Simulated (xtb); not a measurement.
C₅H₁₁O₃Si, doublet, from a rough starting geometry; GFN2-xTB (xtb).

Input for xtb:
```
$ xtb mol.xyz --gfn 2 --uhf 1 --opt vtight --json

# file mol.xyz
20

C      0.42083921    -2.47989596    -1.38475246
C      0.29328477    -1.40869773    -0.86623923
Si    -0.00404665     0.23522417     0.11847323
O      1.31049838     1.21058144     0.02280685
C      2.58393946     0.93837717     0.41116354
O     -0.20236693    -0.19082639     1.70857689
C     -1.37122836    -0.79652127     2.24586532
O     -1.36982416     0.96950577    -0.39129692
C     -1.46349994     1.75109962    -1.63909798
H      1.38824638    -2.92031795    -1.63474595
H     -0.38460949    -3.08983044    -1.84138010
H      2.58045755     0.45884865     1.39726543
H      2.98425345     1.99520862     0.61741393
H      3.10503765     0.39572853    -0.31485761
H     -1.38150196    -1.83007342     1.94015279
H     -2.30994974    -0.37268603     1.90073664
H     -1.31892325    -0.65711299     3.35049849
H     -2.48170725     1.62558821    -1.95533307
H     -0.77530363     1.39864131    -2.34071374
H     -1.33155463     2.82953974    -1.37941404
```

Q: What does xtb print? Leave out banner, timings and long lists.

A: 
```
   ID    Z sym.   atoms
    1    6 C      1, 2, 5, 7, 9
    2   14 Si     3
    3    8 O      4, 6, 8
    4    1 H      10-20

           -------------------------------------------------
          |                Calculation Setup                |
           -------------------------------------------------

           -------------------------------------------------
          |                 G F N 2 - x T B                 |
           -------------------------------------------------

          ...................................................
          :                      SETUP                      :
          :.................................................:
          :  # basis functions                  53          :
          :  # atomic orbitals                  52          :
          :  # shells                           30          :
          :  # electrons                        53          :
          :  max. iterations                   250          :
          :  Hamiltonian                  GFN2-xTB          :
          :  restarted?                      false          :
          :  GBSA solvation                  false          :
          :  PC potential                    false          :
          :  electronic temp.          300.0000000     K    :
          :  accuracy                    1.0000000          :
          :  -> integral cutoff          0.2500000E+02      :
          :  -> integral neglect         0.1000000E-07      :
          :  -> SCF convergence          0.1000000E-05 Eh   :
          :  -> wf. convergence          0.1000000E-03 e    :
          :  Broyden damping             0.4000000          :
          :  net charge                          0          :
          :  unpaired electrons                  1          :
          ...................................................

 iter      E             dE          RMSdq      gap      omega  full diag
   1    -30.4880972 -0.304881E+02  0.690E+00    3.18       0.0  T
   2    -30.5654566 -0.773594E-01  0.414E+00    2.88       1.0  T
   3    -30.5628064  0.265014E-02  0.121E+00    3.01       1.0  T
   4    -30.5664330 -0.362661E-02  0.786E-01    2.81       1.0  T
   5    -30.5714407 -0.500765E-02  0.428E-01    2.89       1.0  T
   6    -30.5717436 -0.302911E-03  0.136E-01    2.90       1.0  T
   7    -30.5717759 -0.322895E-04  0.491E-02    2.92       1.0  T
   8    -30.5717905 -0.146458E-04  0.264E-02    2.91       1.0  T
   9    -30.5717944 -0.391359E-05  0.616E-03    2.91       3.6  T
  10    -30.5717945 -0.230989E-07  0.184E-03    2.91      12.2  T
  11    -30.5717945 -0.921875E-08  0.482E-04    2.91      46.4  T
  12    -30.5717945 -0.137950E-08  0.154E-04    2.91     145.2  T

   *** convergence criteria satisfied after 12 iterations ***

         :::::::::::::::::::::::::::::::::::::::::::::::::::::
         ::                     SUMMARY                     ::
         :::::::::::::::::::::::::::::::::::::::::::::::::::::
         :: total energy             -30.204294440715 Eh    ::
         :: gradient norm              0.280821036729 Eh/a0 ::
         :: HOMO-LUMO gap              2.911731986926 eV    ::
         ::.................................................::
         :: SCC energy               -30.571664543007 Eh    ::
         :: -> isotropic ES            0.079699062420 Eh    ::
         :: -> anisotropic ES         -0.001001201778 Eh    ::
         :: -> anisotropic XC          0.004909941632 Eh    ::
         :: -> dispersion             -0.013562207620 Eh    ::
         :: repulsion energy           0.367370102292 Eh    ::
         :: add. restraining           0.000000000000 Eh    ::
         :: total charge              -0.000000000000 e     ::
         :::::::::::::::::::::::::::::::::::::::::::::::::::::

      -----------------------------------------------------------
     |                   =====================                   |
[...]
 * total energy  :   -30.2381043 Eh     change       -0.1482223E-05 Eh
 * total energy  :   -30.2381051 Eh     change       -0.7354372E-06 Eh
 * total energy  :   -30.2381055 Eh     change       -0.4158357E-06 Eh
 * total energy  :   -30.2381055 Eh     change       -0.1529962E-07 Eh
 * total energy  :   -30.2381052 Eh     change        0.2970072E-06 Eh
 * total energy  :   -30.2381061 Eh     change       -0.8940472E-06 Eh
 * total energy  :   -30.2381059 Eh     change        0.1367085E-06 Eh
 * total energy  :   -30.2381063 Eh     change       -0.3195227E-06 Eh
 * total energy  :   -30.2381064 Eh     change       -0.1702571E-06 Eh
 * total energy  :   -30.2381067 Eh     change       -0.2808062E-06 Eh
 * total energy  :   -30.2381068 Eh     change       -0.1289170E-06 Eh
 * total energy  :   -30.2381069 Eh     change       -0.7625083E-07 Eh
   *** GEOMETRY OPTIMIZATION CONVERGED AFTER 52 ITERATIONS ***
         :: total energy             -30.238106923094 Eh    ::
[...]

     #   Z          covCN         q      C6AA      α(0)
     1   6 C        2.831    -0.075    29.873     8.956
     2   6 C        1.861    -0.125    34.654     9.509
     3  14 Si       3.389     0.632   104.391    20.170
     4   8 O        1.621    -0.356    20.034     6.041
     5   6 C        3.691     0.037    20.123     6.419
     6   8 O        1.621    -0.354    19.990     6.035
     7   6 C        3.691     0.038    20.118     6.418
     8   8 O        1.621    -0.353    19.979     6.033
     9   6 C        3.688     0.038    20.122     6.420
    10   1 H        0.925     0.070     2.082     2.256
    11   1 H        0.924     0.064     2.149     2.292
    12   1 H        0.924     0.041     2.433     2.439
    13   1 H        0.924     0.051     2.309     2.376
    14   1 H        0.924     0.036     2.500     2.473
    15   1 H        0.924     0.034     2.533     2.489
    16   1 H        0.924     0.040     2.450     2.448
    17   1 H        0.924     0.053     2.288     2.365
    18   1 H        0.924     0.054     2.273     2.358
    19   1 H        0.924     0.033     2.542     2.493
    20   1 H        0.924     0.042     2.421     2.433

 Mol. C6AA /au·bohr⁶  :       4202.879394
 Mol. C8AA /au·bohr⁸  :     112562.812105
 Mol. α(0) /au        :        102.425835

Wiberg/Mayer (AO) data.
largest (>0.10) Wiberg bond orders for each atom

 ---------------------------------------------------------------------------
     #   Z sym  total        # sym  WBO       # sym  WBO       # sym  WBO
 ---------------------------------------------------------------------------
     1   6 C    3.991 --     2 C    2.116    10 H    0.922    11 H    0.905
     2   6 C    3.380 --     1 C    2.116     3 Si   0.995
     3  14 Si   4.341 --     6 O    1.106     4 O    1.106     8 O    1.089
                             2 C    0.995
     4   8 O    2.264 --     3 Si   1.106     5 C    0.997
     5   6 C    3.945 --     4 O    0.997    12 H    0.986    14 H    0.984
                            13 H    0.982
     6   8 O    2.266 --     3 Si   1.106     7 C    0.999
     7   6 C    3.946 --     6 O    0.999    16 H    0.986    15 H    0.984
                            17 H    0.981
     8   8 O    2.267 --     3 Si   1.089     9 C    0.999
     9   6 C    3.945 --     8 O    0.999    20 H    0.986    19 H    0.983
                            18 H    0.980
    10   1 H    0.992 --     1 C    0.922
    11   1 H    0.989 --     1 C    0.905
    12   1 H    0.998 --     5 C    0.986
    13   1 H    0.997 --     5 C    0.982
    14   1 H    0.999 --     5 C    0.984
    15   1 H    0.999 --     7 C    0.984
    16   1 H    0.998 --     7 C    0.986
    17   1 H    0.997 --     7 C    0.981
    18   1 H    0.997 --     9 C    0.980
    19   1 H    0.999 --     9 C    0.983
    20   1 H    0.998 --     9 C    0.986
 ---------------------------------------------------------------------------

Topologies differ in total number of bonds
Writing topology from bond orders to xtbtopo.mol

molecular dipole:
                 x           y           z       tot (Debye)
 q only:        0.077      -0.591      -0.413
   full:       -0.024      -0.582      -0.463       1.893
molecular quadrupole (traceless):
                xx          xy          yy          xz          yz          zz
 q only:        0.976       0.999      -1.235       0.764      -1.377       0.259
  q+dip:       -1.104       0.208       1.232       0.903       2.471      -0.128
   full:        0.585       1.357      -1.023       1.094      -0.603       0.438

optimized geometry written to: xtbopt.xyz

           -------------------------------------------------
          | TOTAL ENERGY              -30.238106923094 Eh   |
          | GRADIENT NORM               0.000060680863 Eh/α |
          | HOMO-LUMO GAP               2.599003833312 eV   |
           -------------------------------------------------

normal termination of xtb
```
